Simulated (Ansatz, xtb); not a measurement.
Potential energy curve for LiNa, singlet.

UHF/aug-cc-pVTZ (Ansatz, a program for electronic structure); GFN1-xTB (xtb); RMP2 = MP2 on RHF/aug-cc-pVTZ, frozen core (Ansatz).

Total energies in hartree (comparable only within one method and basis):

| R / Å | UHF | GFN1-xTB | RMP2 |
|---|---|---|---|
| 2.32 | -169.27915 | -0.63062 | -169.29849 |
| 2.52 | -169.28711 | -0.63463 | -169.30686 |
| 2.64 | -169.29007 | -0.63452 | -169.30995 |
| 2.72 | -169.29146 | -0.63383 | -169.31136 |
| 2.85 | -169.29346 | -0.63198 | -169.31270 |
| 2.93 | -169.29428 | -0.63052 | -169.31304 |
| 3.04 | -169.29502 | -0.62821 | -169.31300 |
| 3.11 | -169.29530 | -0.62660 | -169.31271 |
| 3.21 | -169.29549 | -0.62415 | -169.31201 |
| 3.38 | -169.29544 | -0.61975 | -169.31021 |
| 3.62 | -169.29489 | -0.61335 | -169.30673 |
| 3.90 | -169.29400 | -0.60439 | -169.30194 |
| 4.39 | -169.29260 | -0.58612 | -169.29308 |
| 4.90 | -169.29167 | -0.56508 | -169.28458 |
| 5.30 | -169.29126 | -0.54791 | -169.27892 |
| 5.81 | -169.29097 | -0.52637 | -169.27317 |
| 6.38 | -169.29083 | -0.50453 | -169.26867 |
| 7.21 | -169.29077 | -0.48058 | -169.26535 |
| 7.93 | -169.29075 | -0.46848 | -169.26503 |
| 8.90 | -169.29075 | — | -169.26742 |

A dash means that the run gave no value there, or that the column was ended at a point which the program doubted or which failed a test of continuity chosen for this set; such a test can also cut sound points.

The unrestricted determinant behind UHF is spin-contaminated at 2.32 to 8.90 Å (<S²> up to 1.0, against 0.00 for a pure singlet). The restricted form behind RMP2 keeps the bonding electrons paired and can't separate into open-shell fragments. The T1 diagnostic of CCSD on the restricted reference of RMP2 exceeds 0.045 at 4.39 to 8.90 Å.
